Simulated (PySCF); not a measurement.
Precursor series Hf OH-H. Isolated molecules, 0 K electronic values unless said otherwise. One relaxed conformer stands for each flexible species; it need not be the lowest.

The charge on the central atom (Mulliken) from two functionals at the same geometries (r2SCAN-D4/def2-SVP), both in PySCF: PBE-D3(BJ)/def2-TZVP and B3LYP-D3(BJ)/def2-TZVP. B3LYP has the VWN-RPA correlation part, as in Gaussian. 

| species | B3LYP-D3(BJ)/def2-TZVP (e) |
|---|---|
| 0 of 4 OH replaced by H ([Hf(OH)4]) | 1.63 |
| 1 of 4 OH replaced by H | 1.39 |
| 2 of 4 OH replaced by H ([Hf(OH)2(H)2]) | 1.18 |
| 4 of 4 OH replaced by H ([Hf(H)4]) | 0.82 |

Task: What does PBE-D3(BJ)/def2-TZVP give for each?

Result: 
- 0 of 4 OH replaced by H ([Hf(OH)4]): 1.42
- 1 of 4 OH replaced by H: 1.20
- 2 of 4 OH replaced by H ([Hf(OH)2(H)2]): 1.00
- 4 of 4 OH replaced by H ([Hf(H)4]): 0.69
Over these rows, drawn at random from the members with no instability flagged (it was tested for open shells, ions and some series alone), PBE minus B3LYP-D3(BJ): mean -0.18 e, from -0.21 e to -0.13 e.
